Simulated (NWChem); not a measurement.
# CH6FNOSi; SMILES N[Si@H](F)OC

```xyz
11

C      0.0138     2.0155     0.5317
O      0.2456     1.1272    -0.5577
Si     0.0994    -0.5062    -0.4814
N     -1.3735    -0.9509     0.2799
F      1.2375    -1.1910     0.4354
H      0.9366     2.1617     1.1055
H     -0.7670     1.6365     1.2012
H     -0.3015     2.9803     0.1231
H      0.3203    -0.9473    -1.8728
H     -1.4366    -1.8111     0.8092
H     -2.2709    -0.6746    -0.0970
```
Atoms are numbered in this order, from 1.

Level: B3LYP/6-31G* (spherical d) (NWChem), optimised geometry, unscaled harmonic frequencies. 

```json
[
 {"frequency (cm⁻¹)": "86", "IR intensity (km/mol)": "4.0"},
 {"frequency (cm⁻¹)": "101", "IR intensity (km/mol)": "1.4"},
 {"frequency (cm⁻¹)": "171", "IR intensity (km/mol)": "2.2"},
 {"frequency (cm⁻¹)": "192", "IR intensity (km/mol)": "10.8"},
 {"frequency (cm⁻¹)": "289", "IR intensity (km/mol)": "15.9"},
 {"frequency (cm⁻¹)": "339", "IR intensity (km/mol)": "108.3"},
 {"frequency (cm⁻¹)": "339", "IR intensity (km/mol)": "103.4"},
 {"frequency (cm⁻¹)": "457", "IR intensity (km/mol)": "53.8"},
 {"frequency (cm⁻¹)": "744", "IR intensity (km/mol)": "14.3"},
 {"frequency (cm⁻¹)": "778", "IR intensity (km/mol)": "4.7"},
 {"frequency (cm⁻¹)": "841", "IR intensity (km/mol)": "12.7"},
 {"frequency (cm⁻¹)": "860", "IR intensity (km/mol)": "17.6"},
 {"frequency (cm⁻¹)": "932", "IR intensity (km/mol)": "297.9"},
 {"frequency (cm⁻¹)": "992", "IR intensity (km/mol)": "268.0"},
 {"frequency (cm⁻¹)": "1140", "IR intensity (km/mol)": "243.5"},
 {"frequency (cm⁻¹)": "1195", "IR intensity (km/mol)": "0.5"},
 {"frequency (cm⁻¹)": "1224", "IR intensity (km/mol)": "62.8"},
 {"frequency (cm⁻¹)": "1509", "IR intensity (km/mol)": "2.3"},
 {"frequency (cm⁻¹)": "1533", "IR intensity (km/mol)": "2.2"},
 {"frequency (cm⁻¹)": "1536", "IR intensity (km/mol)": "3.0"},
 {"frequency (cm⁻¹)": "1619", "IR intensity (km/mol)": "73.4"},
 {"frequency (cm⁻¹)": "2315", "IR intensity (km/mol)": "168.9"},
 {"frequency (cm⁻¹)": "3041", "IR intensity (km/mol)": "58.0"},
 {"frequency (cm⁻¹)": "3108", "IR intensity (km/mol)": "35.1"},
 {"frequency (cm⁻¹)": "3126", "IR intensity (km/mol)": "35.4"},
 {"frequency (cm⁻¹)": "3579", "IR intensity (km/mol)": "27.2"},
 {"frequency (cm⁻¹)": "3672", "IR intensity (km/mol)": "25.6"}
]
```

```
Quantity                                                                            Value
-----------------------------------------------------------------------  ----------------
zero-point energy                                                           51.0 kcal/mol
thermal correction to the enthalpy at 298.15 K (with zero-point energy)     56.3 kcal/mol
heat capacity Cv                                                         24.1 cal/(mol K)
entropy at 298.15 K and 1 atm (symmetry number 1)                        83.7 cal/(mol K)
dipole moment                                                                      2.47 D
```

Rigid rotor and harmonic oscillator; modes under 100 cm⁻¹ make the entropy uncertain.
